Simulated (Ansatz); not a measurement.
`[NH2][Cd][F]` + H₂O → `[OH][Cd][F]` + NH₃ at 500 K and 1 bar (formal hydrolysis of a Cd–N bond).

Gas-phase electronic energies from Ansatz, PBE0-D4/def2-TZVP geometries. CCSD(T)/CBS is the MP2 limit (def2-TZVPP, def2-QZVPP) plus CCSD(T) − MP2 in def2-TZVPP, frozen cores. This one scheme is used for every species. def2 core potentials past Kr. For Cd outer-core shells are correlated without core-valence functions, which leaves a few kJ/mol of doubt a bond. Each species was taken in one conformer, which may not be the lowest.

```tsv
species	CCSD(T)/CBS energy (Eh)	H − E (kJ/mol)	S (J/(mol·K))
`[NH2][Cd][F]`	-323.42384	98.7	329.4
H₂O	-76.37941	73.2	206.3
`[OH][Cd][F]`	-343.29729	64.5	320.6
NH₃	-56.50880	108.2	211.8
```

H − E and S are ideal-gas, rigid-rotor, harmonic terms from PBE0-D4/def2-TZVP, for one conformer and one mirror image of each species. 1 Eh = 2625.50 kJ/mol, R = 8.31446 J/(mol·K).

By hand: ΔE, ΔH, ΔS and ΔG.

ΔE = (-343.29729) + (-56.50880) − (-323.42384) − (-76.37941) = -0.00284 Eh = -7.5 kJ/mol. Δ(H − E) = 64.5 + 108.2 − 98.7 − 73.2 = 0.8, so ΔH = -6.7 kJ/mol. ΔS = 320.6 + 211.8 − 329.4 − 206.3 = -3.3 J/(mol·K). ΔG = -6.7 − 500 × (-3.3)/1000 = -5.1 kJ/mol.

By hand: the equilibrium constant, and the temperature at which ΔG would vanish if ΔH and ΔS stayed fixed.

log₁₀ K = −ΔG/(RT ln 10) = 0.5. ΔG = 0 at ΔH/ΔS = 2030 K, though so small a ΔH makes that figure unsure.

The number of gas molecules stays the same, so ΔS is small and ΔH decides. The sign of ΔG lies within the doubt. A doubt of 5 kJ/mol in ΔE shifts log₁₀ K by 0.5 here. Other conformers and mirror images would add mixing entropy, several J/(mol·K) or more a flexible species. These are equilibria of isolated gas molecules and say nothing of rates. Largest T1 diagnostic: 0.017 (customary marks: 0.02 for closed shells, 0.045 for open ones).
